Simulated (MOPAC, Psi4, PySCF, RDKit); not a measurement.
Internal rotation in SMILES C=Cc1ccccc1C#N (C9H7N). Scanned: dihedral C1–C2–C3–C4; all other coordinates were relaxed at GFN2-xTB. Points at φ and −φ are mirror images. Heavy atoms are numbered in the order of the SMILES C=Cc1ccccc1C#N, hydrogens after them in the order of the atoms that carry them; the mirror image has the same energies with the sign of each dihedral reversed.

- RKS-B3LYP/6-31G* = restricted B3LYP/6-31G*, spherical d, density fitting // GFN2-xTB (PySCF)
- MMFF94 // GFN2-xTB (RDKit)
- PM7, restricted, heats of formation // GFN2-xTB (MOPAC)
- PBE-D3(BJ)/def2-SVP // GFN2-xTB (Psi4)

Energies relative to the lowest point of each profile, in mEh; the last columns give the difference from PBE-D3(BJ):

```
φ / °  RKS-B3LYP/6-31G*  MMFF94  PM7  PBE-D3(BJ)/def2-SVP  RKS-B3LYP/6-31G* − PBE-D3(BJ)/def2-SVP  MMFF94 − PBE-D3(BJ)/def2-SVP  PM7 − PBE-D3(BJ)/def2-SVP
-----  ----------------  ------  ---  -------------------  --------------------------------------  ----------------------------  -------------------------
-160                2.6     6.0  2.8                  2.3                                     0.3                           3.7                        0.4
-140                3.5     3.4  1.0                  3.7                                    -0.2                          -0.4                       -2.7
-120                5.7     1.8  0.7                  6.3                                    -0.6                          -4.4                       -5.6
-100                7.5     1.1  0.8                  8.6                                    -1.1                          -7.5                       -7.8
-80                 6.7     0.8  0.6                  8.0                                    -1.3                          -7.1                       -7.3
-60                 3.8     0.0  0.2                  4.9                                    -1.1                          -4.9                       -4.7
-40                 1.2     0.1  0.0                  1.9                                    -0.7                          -1.8                       -1.9
-20                 0.1     1.6  0.5                  0.3                                    -0.3                           1.2                        0.2
0                   0.0     2.7  1.1                  0.0                                     0.0                           2.7                        1.1
20                  0.1     1.6  0.5                  0.3                                    -0.3                           1.2                        0.2
40                  1.2     0.1  0.0                  1.9                                    -0.7                          -1.8                       -1.9
60                  3.8     0.0  0.2                  4.9                                    -1.1                          -4.9                       -4.7
80                  6.7     0.8  0.6                  8.0                                    -1.3                          -7.1                       -7.3
100                 7.5     1.1  0.8                  8.6                                    -1.1                          -7.5                       -7.8
120                 5.7     1.8  0.7                  6.3                                    -0.6                          -4.4                       -5.6
140                 3.5     3.4  1.0                  3.7                                    -0.2                          -0.4                       -2.7
160                 2.6     6.0  2.8                  2.3                                     0.3                           3.7                        0.4
180                 2.5     7.8  4.2                  1.9                                     0.6                           6.0                        2.3
```

RKS-B3LYP/6-31G* is furthest from PBE-D3(BJ)/def2-SVP at -80 (-1.3 mEh, below); its mean absolute difference over the points is 0.6 mEh.

MMFF94 is furthest from PBE-D3(BJ)/def2-SVP at -100 (-7.5 mEh, below); its mean absolute difference over the points is 3.9 mEh.

PM7 is furthest from PBE-D3(BJ)/def2-SVP at -100 (-7.8 mEh, below); its mean absolute difference over the points is 3.6 mEh.
